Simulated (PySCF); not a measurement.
Sn(OH)3 (H3O3Sn), SMILES [OH][Sn+]([OH])[OH], charge +1. Geometry: PBE0-D3(BJ)/def2-SVP. The spin state was assumed, not searched. The isomer is the one that the SMILES or the coordinates give; other isomers of the formula were not compared. The def2 effective core potentials stand for the cores of Sn; spin–orbit coupling is left out. One conformer was computed; it need not be the lowest.

The numbers are results of PySCF with PBE0-D3(BJ)/def2-SVP, not measurements.

Harmonic wavenumbers (cm⁻¹): 140, 143, 147, 243, 307, 348, 645, 708, 714, 847, 888, 921, 3794, 3802, 3813. Rotational constants (GHz): 5.542, 4.853, 2.587; symmetry number 1.

Q: Work out the zero-point energy and the ideal-gas rigid-rotor harmonic-oscillator thermochemistry at 298.15 K and 1 atm.

A: ZPE = ½ Σ hcν = ½ × 17460 cm⁻¹ = 24.96 kcal/mol. H − E(el) = 29.69 kcal/mol. Entropy in cal/(mol K): translation 41.29, rotation 25.94, vibration 14.02, total 81.25. G − E(el) = 5.46 kcal/mol. Cp = 22.81 cal/(mol K). Modes under 150 cm⁻¹ make the vibrational entropy uncertain.
